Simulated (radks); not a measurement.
The numbers below are computed, except where a source is named.
All-electron atom: Cd III in [Ar] 3d10 4s1 4p6 4d10 5s1 (not the ground configuration). Level of theory: scalar-relativistic Kohn-Sham, PBE, spin-polarised, spherical densities, finite nucleus; open shells are filled with parallel spins first (spin-orbit coupling, left out, can overturn this in heavy ions); Fermi nuclear charge, rms radius 4.6087 fm (a radial shooting solver on a logarithmic mesh with Libxc functionals).

Unscreened Slater integrals over Kohn-Sham orbitals (cm^-1). They are taken over the spin-up orbitals.

integral    value
F0(5s,5s)   83311
F0(5s,4d)  101220
G2(5s,4d)   15433
F0(5s,4p)  104290
G1(5s,4p)  6949.3
F0(5s,4s)  105170
G0(5s,4s)  4633.5
F0(4d,4d)  166430
F2(4d,4d)   83162
F4(4d,4d)   54548
F0(4d,4p)  184110
F2(4d,4p)   91587
G1(4d,4p)  115740
G3(4d,4p)   70986
F0(4d,4s)  189750
G2(4d,4s)   86089
F0(4p,4p)  208430
F2(4p,4p)  109340
F0(4p,4s)  216670
G1(4p,4s)  147190
F0(4s,4s)  226090
